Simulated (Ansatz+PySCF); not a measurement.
Results of a calculation; reference values are marked as such.
Input for PySCF 2.14.0:

```python
from pyscf import gto, scf

mol = gto.M(atom="""
H 0.869740 0.000000 0.000000
H 0.000000 0.869740 0.000000
H -0.869740 0.000000 0.000000
H 0.000000 -0.869740 0.000000
""", basis='cc-pvdz', charge=0, spin=0)
mf = scf.UHF(mol)
mf.init_guess = 'atom'
mf.kernel()
while True:  # follow internal instabilities
    mo, _, stable, _ = mf.stability(return_status=True)
    if stable: break
    mf.kernel(mf.make_rdm1(mo, mf.mo_occ))
print(mf.converged, mf.e_tot, mf.spin_square()[0])
```

The script is written out from the run's settings.

Results

| Item | Value |
| --- | --- |
| Converged | yes |
| Total energy | -2.05037 hartree |
| Spin squared of the determinant | 1.132 |

Caution: the unrestricted determinant is a mixture of spin states.
